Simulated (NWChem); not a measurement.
## Electron attachment to CH3N2S

```
C
N 1 1.3171
H 2 1.0311 1 112.42
N 1 1.3589 2 120.78 3 -159.57
H 4 1.0190 1 119.02 2 -159.85
H 4 1.0219 5 118.49 1 -154.54
S 1 1.7310 2 117.12 3 27.25
```
Charge 0, spin multiplicity 2.

Everything below was run with NWChem. All single points use one geometry, from UPBE/def2-SVP, a minimum by its harmonic frequencies. It is one conformer; others weren't searched.

Basis set: def2-SVPD. The species with one electron more has spin multiplicity 1 and keeps the geometry of the parent. Δ marks differences of total energies (open shells unrestricted). −ε marks an orbital energy of the parent. That orbital need not have the symmetry of the hole or added electron in the Δ rows. The basis adds only a small set of diffuse functions.

B3LYP has NWChem's definition, with VWN1-RPA local correlation. The structure started from a generated list of species. The stability of the SCF solutions was not checked.

**Question.** One of these methods gave a vertical electron affinity of 5.12 eV. Which?
A. ΔPBE
B. −ε(beta LUMO) of B3LYP
C. ΔB3LYP
D. −ε(beta LUMO) of PBE

**Answer.** D, −ε(beta LUMO) of PBE. The others give 4.48 (−ε(beta LUMO) of B3LYP), 2.06 (ΔPBE), 2.21 (ΔB3LYP).
